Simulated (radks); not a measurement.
Question: Spin polarisation of the 4f7 shell in neutral europium. Start: [Xe] 4f(up 3.5, down 3.5) 6s2; electrons of 4f are moved from spin down to spin up, other shells keep equal spins. All-electron calculation, scalar-relativistic Kohn-Sham, PBE, spin-polarised, spherical densities, finite nucleus; Fermi nuclear charge, rms radius of each element as measured or else 0.836 A^(1/3) + 0.57 fm. Program: a radial shooting solver on a logarithmic mesh with Libxc functionals. Estimate the energy gained and the exchange splitting at a moment of 6 Bohr magnetons.

Answer: At moment 6 the spin-polarisation energy is -6.165 eV and the 4f exchange splitting 4.069 eV, that is 0.678 eV per Bohr magneton; E = -I m^2/4 would give I = 0.685 eV.
